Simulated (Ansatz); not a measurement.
Reaction (formal exchange of groups at a C–Si bond): `[SiH3]CC[SiH2]Cl` + silanol → `O[SiH2]CC[SiH3]` + `[SiH3]Cl`

Isolated molecules relaxed with PBE0-D4/def2-TZVP in Ansatz; ΔE leaves out vibrations. CBS: MP2 limit from def2 TZ/QZ plus the TZ coupled-cluster correction, frozen cores. This one scheme is used for every species. One conformer a species, not always the lowest.

```json
{"species": "`[SiH3]CC[SiH2]Cl`", "MP2/def2-QZVPP energy (Eh)": "-1119.35042"}
{"species": "`O[SiH3]`", "MP2/def2-QZVPP energy (Eh)": "-366.62980"}
{"species": "`O[SiH2]CC[SiH3]`", "MP2/def2-QZVPP energy (Eh)": "-735.35850"}
{"species": "`[SiH3]Cl`", "MP2/def2-QZVPP energy (Eh)": "-750.62061"}
```

Question: Work out ΔE.

Answer: ΔE = (-735.35850) + (-750.62061) − (-1119.35042) − (-366.62980) = 0.00111 Eh = +0.03 eV. CCSD(T)/CBS gives +0.01 eV.

Largest T1 diagnostic among the species: 0.011.
